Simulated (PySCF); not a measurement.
Telling isomers of C3H6F2OSi apart by NMR

PySCF calculation with shieldings: GIAO PBE0/pcSseg-1 and GFN2-xTB structure; rapidly exchanging positions averaged, gas phase, one conformer, non-relativistic.

Referencing at the same level of theory: ¹H (31.72 ppm), ¹³C (186.93 ppm) against TMS. Splittings of carbon signals by F and P are missing where no couplings were computed. Where no couplings were computed, multiplicities follow the n + 1 count of equivalent neighbours, and m marks all less simple cases (inequivalent or close neighbours, rings, F or P nearby). Shifts are as computed. Against solution values, carbons near 30 ppm lie about +3 ppm off and those near 130 ppm about +5 ppm. Of 1309 compounds with measured shifts, 239 miss one by over three times the rms of a fit or turn the order of signals round; such compounds aren't used in these exercises.

(1) Tabulate the signals of `F/C=C/O[SiH2]CF`, `C[C@@H](F)[Si@@H](F)C=O` and their relative energies.

(2) What is the quickest way to tell F/C=C/O[SiH2]CF from C[C@@H](F)[Si@@H](F)C=O?

Answers

(1) 
| SMILES | carbon types | δC | δH | E rel. (kcal/mol) |
| --- | --- | --- | --- | --- |
| F/C=C/O[SiH2]CF | 2×CH 1×CH2 | 154.1, 137.9, 76.6 | 7.31 (m, 1H), 7.02 (m, 1H), 5.10 (m, 2H), 5.10 (m, 2H) | 33.7 |
| C[C@@H](F)[Si@@H](F)C=O | 2×CH 1×CH3 | 249.3, 89.4, 18.9 | 12.33 (m, 1H), 5.13 (m, 1H), 4.84 (m, 1H), 1.56 (m, 3H) | 0.0 |

Energies are electronic energies at PBE0/pcSseg-1 on these geometries, without zero-point or thermal terms, each for the one conformer computed, which needn't be the lowest.

(2) Both give the same number of carbon signals, but DEPT or the intensities differ. The first has a β carbon of an enol-ether or enamine type C=C (CH) at 154.1 ppm, the second a carbonyl carbon (CH) at 249.3 ppm. In the proton spectra the most deshielded non-exchanging signals are 7.31 (m, 1H) and 12.33 (m, 1H).
